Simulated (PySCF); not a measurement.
Relaxation of singlet YH3

All numbers come from PBE0 in PySCF with Y def2-TZVP with ECP28, H def2-TZVP; scalar-relativistic core potentials, no spin–orbit coupling; density-fitted integrals. A (50,194) grid was used.

A hand-made trigonal planar start, of D3h symmetry, held to at least that symmetry:

Coordinates in bohr (charge 0 multiplicity 1):
```
Y     0.0000    0.0000    0.0000
H     3.6849    0.0000    0.0000
H    -1.8425    3.1912    0.0000
H    -1.8424   -3.1913    0.0000
```

Optimiser trace:
```json
{"step": "0", "E − E(last) (kJ/mol)": "1.41", "largest gradient (Eh/bohr)": "0.00578"}
{"step": "1", "E − E(last) (kJ/mol)": "0.57", "largest gradient (Eh/bohr)": "0.00364"}
{"step": "2", "E − E(last) (kJ/mol)": "0.00", "largest gradient (Eh/bohr)": "0.00018"}
{"step": "3", "E − E(last) (kJ/mol)": "0.00", "largest gradient (Eh/bohr)": "0.00001"}
```

It ends at D3h with Y–H 1.983 Å (×3); H–Y–H 120.0° (×3). A frequency run shows 1 imaginary mode, down to 152i cm⁻¹, so it is a saddle point. Other isomers or separated fragments may lie lower.

The relaxation took of the order of 8 core-seconds on a shared host.
